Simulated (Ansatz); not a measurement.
PBE exchange is replaced step by step with exact exchange (0 % is PBE, 25 % PBE0; no dispersion term), basis def2-TZVP, Ansatz. System: the cluster K2Cl2 (the lowest singlet isomer of a short search). Total charge 0; singlet. Geometry: PBE0-D4/def2-TZVP, each spin state at its own.

The relaxed triplet has other bonds than the singlet, so its gap is one between isomers. The relaxed quintet has other bonds than the singlet, so its gap is one between isomers.

Geometry of the singlet:

Cartesian coordinates in Å:
```
K -0.3327 -1.2062 1.5146
K 0.3327 1.2062 -1.5146
Cl -1.3347 1.4098 0.8308
Cl 1.3348 -1.4098 -0.8307
```

In the triplet, Cl3 and Cl4 lie 2.63 Å apart (atoms count from 1), so these atoms are partly bonded to each other. In the quintet geometry the species has come apart into loosely held pieces. The structure comes from a short search, and lower isomers may exist.

```csv
exact exchange (%),HOMO (eV),LUMO (eV),gap (eV),triplet − singlet (kJ/mol),quintet − singlet (kJ/mol)
5,-5.68,-1.11,4.57,381.4,985.4
10,-5.94,-1.01,4.93,388.1,986.1
15,-6.20,-0.91,5.30,394.7,987.0
25,-6.74,-0.71,6.02,407.9,989.1
35,-7.28,-0.53,6.75,421.0,991.6
50,-8.10,-0.28,7.82,440.4,995.8
```

Problem. Fit a straight line to the column «quintet − singlet (kJ/mol)» against the share of exact exchange and predict its value at 0 %.

Solution. With x = exact exchange (%) and y = quintet − singlet (kJ/mol): mean x = 23.33, mean y = 989.2; Σ(x − x̄)(y − ȳ) = 333.2, Σ(x − x̄)² = 1433; slope b = 0.2325, intercept a = ȳ − b·x̄ = 983.8. The residuals of the fitted rows reach 0.5. At x = 0 the line gives 983.8 + (0.2325 × 0) = 983.8; the run gave 984.7, 0.9 more than the line.
